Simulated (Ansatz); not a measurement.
Pulling on the Ge1–H2 bond in BrGeH (SMILES [GeH][Br]) (multiplicity 1 held, fragments rigid). Energies count from the point at 1.603 Å.
Geometry at that point (charge 0, multiplicity 1):
```xyz
3

Ge    -0.686    -0.579     0.822
H     -1.723    -1.073    -0.296
Br     0.676     0.560    -0.743
```

Restricted levels (R-, RO-) in cc, def2 and unpolarised 6-31G sets keep to the state of the molecule at rest. Unrestricted levels (U-) break spin symmetry where that is lower. Active spaces are followed from a long bond inwards. Levels need not reach the same state.

Correlated levels freeze the cores. Filled d and f shells under p-block atoms count as core.

Programs: Ansatz (Gaussian orbitals). 

Energies in kJ/mol.

| R (Å) | R-SCS-MP2/cc-pVDZ | R-CCSD/cc-pVDZ | U-CCSD/cc-pVDZ | U-CCSD(T)/cc-pVDZ | FIC-NEVPT4(SD) on CASSCF(2,2)/cc-pVDZ | FIC-MRCISD+Q on CASSCF(2,2)/cc-pVDZ |
|---|---|---|---|---|---|---|
| 1.283 | 107 | 109 | 109 | 110 | 110 | 109 |
| 1.443 | 19 | 20 | 21 | 21 | 22 | 21 |
| 1.603 | 0 | 0 | 0 | 0 | 0 | 0 |
| 1.764 | 16 | 14 | 14 | 13 | 13 | 13 |
| 1.924 | 48 | 45 | 45 | 43 | 41 | 43 |
| 2.164 | 109 | 100 | 101 | 97 | 94 | 97 |
| 2.405 | 170 | 154 | 158 | 152 | 145 | 148 |
| 2.806 | 257 | 225 | 229 | 223 | 208 | 212 |
| 3.207 | 320 | 269 | 262 | 260 | 244 | 249 |
| 3.687 | 365 | 295 | 272 | 273 | 263 | 267 |
| 4.329 | 379 | 308 | 275 | 275 | 270 | 274 |
| 5.130 | 342 | 312 | 275 | 276 | 272 | 276 |

Doubts at one or more of the structures used: a restricted determinant that unrestricted orbitals would lower (R-SCS-MP2/cc-pVDZ, R-CCSD/cc-pVDZ); other coupled-cluster roots lie near (R-CCSD/cc-pVDZ); T1 above 0.05 (R-CCSD/cc-pVDZ, U-CCSD/cc-pVDZ, U-CCSD(T)/cc-pVDZ); a spin-contaminated determinant (U-CCSD/cc-pVDZ, U-CCSD(T)/cc-pVDZ).

Ansatz is a program for electronic structure.
